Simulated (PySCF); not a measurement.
# Reading the logs of faulty runs: B2FH4Si anion

These are calculations, not measurements. The program is PySCF 2.14.0, an open-source quantum chemistry code, run on an isolated molecule that a program drew, which may never have been made. The molecule is B2FH4Si anion (charge -1, singlet), drawn as the SMILES string `FBB[SiH2-]`.

Each row is a Hartree-Fock (HF) and frozen-core CCSD(T) single point in the aug-cc-pV(D+d)Z basis, meant for a local HF minimum. Run 1 is clean. Each other run has one planted mistake out of seven kinds, and not every kind appears here: one electron removed, one electron added, multiplicity raised by two, geometry at a saddle point, minimal basis STO-3G, one bond length entered in bohr, all coordinates scaled. The reference is restricted for singlets and unrestricted otherwise, and also for a bond in bohr. Adding or removing an electron swaps singlet and doublet. Electrons count all cores. HOMO and LUMO are orbital energies over both spins, the gradient is its largest component, and the lowest frequency (negative if imaginary) is given only where the gradient is small. Bond lengths are over the 7 bonds as drawn. T1 is the CCSD diagnostic: over 0.02 (restricted) or 0.045 (unrestricted) a single reference is doubtful.

Geometry of the clean run:
```xyz
8
B2FH4Si anion, angstrom
F     0.4296   -3.3399    0.7588
B     0.0999   -2.0284    0.4807
B     0.8938   -0.7034    1.1582
Si    0.2315    0.9659    0.6066
H    -0.8260   -1.9745   -0.3064
H     1.8162   -0.7862    1.9387
H     0.6928    2.3341    1.0064
H    -0.8991    1.1635   -0.3490
```

| run | electrons | basis functions | <S^2> | HOMO (eV) | LUMO (eV) | gradient (hartree/bohr) | lowest frequency (cm^-1) | mean bond (Å) | longest bond (Å) | T1 | HF (hartree) | CCSD(T) (hartree) | mistake |
|---|---|---|---|---|---|---|---|---|---|---|---|---|---|
| 1 | 38 | 137 | 0.000 | -1.97 | 3.75 | 1.7e-05 | 82 | 1.4808 | 1.879 | 0.0189 | -440.09779 | -440.66764 | no fault |
| 2 | 38 | 137 | 1.541 | -3.03 | 3.73 | 2.5e-02 | - | 1.7195 | 3.550 | 0.0441 | -439.99458 | -440.52558 | one bond length entered in bohr |
| 3 | 38 | 137 | 2.022 | -0.64 | 3.78 | 6.2e-02 | - | 1.4808 | 1.879 | 0.0150 | -440.05744 | -440.60040 | multiplicity raised by two |
| 4 | 38 | 137 | 0.000 | -1.97 | 3.74 | 1.2e-02 | - | 1.5000 | 1.903 | 0.0194 | -440.09667 | -440.66811 | ? |
| 5 | 37 | 137 | 0.760 | -8.96 | -0.54 | 4.1e-02 | - | 1.4808 | 1.879 | 0.0170 | -440.05585 | -440.57763 | ? |

**Which mistake was planted in run 4, and what did it cost?**

The mean and the longest bond both change by the same factor, 1.013, and the gradient is no longer small. So the mistake is: all coordinates scaled. Subtracting run 1 and multiplying by 627.51 kcal/mol a hartree, the energy moved by 0.7 kcal/mol in HF and -0.3 kcal/mol in CCSD(T).

**Which mistake was planted in run 5, and what did it cost?**

It counts 37 electrons, one fewer than the clean run, at the same geometry and basis. So the mistake is: one electron removed. Subtracting run 1 and multiplying by 627.51 kcal/mol a hartree, the energy moved by 26.3 kcal/mol in HF and 56.5 kcal/mol in CCSD(T).

